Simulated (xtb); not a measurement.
C₄H₅ (SMILES [CH-]=C1CC1), charge -1, singlet, from a rough starting geometry; GFN2-xTB run with xtb.

Here is a job for xtb.
```
$ xtb mol.xyz --gfn 2 --chrg -1 --opt vtight --json

# file mol.xyz
9

C     -0.08227313    -0.09915790     0.61019662
C     -0.01864917    -0.86401787    -0.65805934
C      0.01135167     0.64729688    -0.63583568
C     -0.05642570    -0.09697316     1.91501653
H     -0.97591304    -1.36124935    -0.93295110
H      0.91402671    -1.32731916    -0.91255439
H      0.86407908     1.14764223    -0.92173448
H     -0.85711123     1.18782571    -0.99082900
H     -0.00764236     0.83504859     2.47850272
```

Question: Predict the main parts of the log of this xtb run.

Answer: 
```
   ID    Z sym.   atoms
    1    6 C      1-4
    2    1 H      5-9

           -------------------------------------------------
          |                Calculation Setup                |
           -------------------------------------------------

           -------------------------------------------------
          |                 G F N 2 - x T B                 |
           -------------------------------------------------

          ...................................................
          :                      SETUP                      :
          :.................................................:
          :  # basis functions                  21          :
          :  # atomic orbitals                  21          :
          :  # shells                           13          :
          :  # electrons                        22          :
          :  max. iterations                   250          :
          :  Hamiltonian                  GFN2-xTB          :
          :  restarted?                      false          :
          :  GBSA solvation                  false          :
          :  PC potential                    false          :
          :  electronic temp.          300.0000000     K    :
          :  accuracy                    1.0000000          :
          :  -> integral cutoff          0.2500000E+02      :
          :  -> integral neglect         0.1000000E-07      :
          :  -> SCF convergence          0.1000000E-05 Eh   :
          :  -> wf. convergence          0.1000000E-03 e    :
          :  Broyden damping             0.4000000          :
          :  net charge                         -1          :
          :  unpaired electrons                  0          :
          ...................................................

 iter      E             dE          RMSdq      gap      omega  full diag
   1    -11.2468974 -0.112469E+02  0.467E+00    3.91       0.0  T
   2    -11.2957887 -0.488913E-01  0.408E+00    3.41       1.0  T
   3    -11.3266616 -0.308728E-01  0.219E+00    3.67       1.0  T
   4    -11.3263620  0.299608E-03  0.535E-01    3.59       1.0  T
   5    -11.3272835 -0.921500E-03  0.138E-01    3.65       1.0  T
   6    -11.3272939 -0.104931E-04  0.752E-02    3.65       1.0  T
   7    -11.3273034 -0.942801E-05  0.233E-02    3.66       1.4  T
   8    -11.3273038 -0.404818E-06  0.516E-03    3.66       6.5  T
   9    -11.3273038 -0.442611E-07  0.287E-03    3.66      11.6  T
  10    -11.3273038 -0.205926E-07  0.268E-04    3.66     124.3  T
  11    -11.3273038  0.340078E-09  0.239E-04    3.66     139.7  T

   *** convergence criteria satisfied after 11 iterations ***

         :::::::::::::::::::::::::::::::::::::::::::::::::::::
         ::                     SUMMARY                     ::
         :::::::::::::::::::::::::::::::::::::::::::::::::::::
         :: total energy             -11.119574439646 Eh    ::
         :: gradient norm              0.092204626372 Eh/a0 ::
         :: HOMO-LUMO gap              3.656924495089 eV    ::
         ::.................................................::
         :: SCC energy               -11.327302333867 Eh    ::
         :: -> isotropic ES            0.138236289066 Eh    ::
         :: -> anisotropic ES          0.009890047379 Eh    ::
         :: -> anisotropic XC          0.006058389337 Eh    ::
         :: -> dispersion             -0.005159450844 Eh    ::
         :: repulsion energy           0.207727894221 Eh    ::
         :: add. restraining           0.000000000000 Eh    ::
         :: total charge              -1.000000000000 e     ::
         :::::::::::::::::::::::::::::::::::::::::::::::::::::

      -----------------------------------------------------------
     |                   =====================                   |
     |                        A N C O P T                        |
     |                   =====================                   |
[...]
 * total energy  :   -11.1195744 Eh     change       -0.3671623E-09 Eh
 * total energy  :   -11.1308163 Eh     change       -0.1124181E-01 Eh
 * total energy  :   -11.1324410 Eh     change       -0.1624774E-02 Eh
 * total energy  :   -11.1301687 Eh     change        0.2272339E-02 Eh
 * total energy  :   -11.1327399 Eh     change       -0.2571240E-02 Eh
 * total energy  :   -11.1327627 Eh     change       -0.2275079E-04 Eh
 * total energy  :   -11.1327732 Eh     change       -0.1048656E-04 Eh
 * total energy  :   -11.1327762 Eh     change       -0.2986234E-05 Eh
 * total energy  :   -11.1327770 Eh     change       -0.8080381E-06 Eh
 * total energy  :   -11.1327771 Eh     change       -0.1442089E-06 Eh
 * total energy  :   -11.1327771 Eh     change       -0.4595875E-07 Eh
   *** GEOMETRY OPTIMIZATION CONVERGED AFTER 11 ITERATIONS ***
         :: total energy             -11.132777150087 Eh    ::
[...]
         6        2.0000           -0.2500447              -6.8041
         7        2.0000           -0.2263411              -6.1591
         8        2.0000           -0.1976858              -5.3793
         9        2.0000           -0.1686281              -4.5886
        10        2.0000           -0.1153525              -3.1389
        11        2.0000           -0.0587596              -1.5989 (HOMO)
        12                          0.0883710               2.4047 (LUMO)
        13                          0.1932478               5.2585
        14                          0.3041939               8.2775
        15                          0.3130455               8.5184
        16                          0.3851492              10.4804
        17                          0.4173469              11.3566
        18                          0.4503538              12.2548
        19                          0.5045945              13.7307
        20                          0.5421376              14.7523
        21                          1.0337610              28.1301
      -------------------------------------------------------------
                  HL-Gap            0.1471306 Eh            4.0036 eV
             Fermi-level            0.0148057 Eh            0.4029 eV

     #   Z          covCN         q      C6AA      α(0)
     1   6 C        2.935    -0.071    29.758     8.946
     2   6 C        3.802    -0.060    21.655     6.625
     3   6 C        3.799    -0.081    22.042     6.685
     4   6 C        1.897    -0.360    42.599    10.541
     5   1 H        0.924    -0.067     4.540     3.332
     6   1 H        0.924    -0.067     4.540     3.332
     7   1 H        0.924    -0.073     4.705     3.392
     8   1 H        0.924    -0.073     4.705     3.392
     9   1 H        0.916    -0.148     7.595     4.311

 Mol. C6AA /au·bohr⁶  :       1065.486058
 Mol. C8AA /au·bohr⁸  :      23708.581201
 Mol. α(0) /au        :         50.556784

Wiberg/Mayer (AO) data.
largest (>0.10) Wiberg bond orders for each atom

 ---------------------------------------------------------------------------
     #   Z sym  total        # sym  WBO       # sym  WBO       # sym  WBO
 ---------------------------------------------------------------------------
     1   6 C    3.853 --     4 C    2.010     2 C    0.955     3 C    0.867
     2   6 C    3.903 --     6 H    0.969     5 H    0.969     1 C    0.955
                             3 C    0.952
     3   6 C    3.864 --     7 H    0.971     8 H    0.971     2 C    0.952
                             1 C    0.867
     4   6 C    3.111 --     1 C    2.010     9 H    0.931
     5   1 H    0.995 --     2 C    0.969
     6   1 H    0.995 --     2 C    0.969
     7   1 H    0.995 --     3 C    0.971
     8   1 H    0.995 --     3 C    0.971
     9   1 H    0.978 --     4 C    0.931
 ---------------------------------------------------------------------------

Topologies differ in total number of bonds
Writing topology from bond orders to xtbtopo.mol

molecular dipole:
                 x           y           z       tot (Debye)
 q only:        0.059      -0.091      -1.437
   full:        0.073       0.350      -2.186       5.631
molecular quadrupole (traceless):
                xx          xy          yy          xz          yz          zz
 q only:        5.083      -0.015       2.880       0.225      -0.885      -7.964
  q+dip:        6.058      -0.087       3.165       0.341       2.129      -9.223
   full:        6.908      -0.099       3.376       0.366       2.385     -10.283

optimized geometry written to: xtbopt.xyz

           -------------------------------------------------
          | TOTAL ENERGY              -11.132777150087 Eh   |
          | GRADIENT NORM               0.000047106760 Eh/α |
          | HOMO-LUMO GAP               4.003628142580 eV   |
           -------------------------------------------------

normal termination of xtb
```
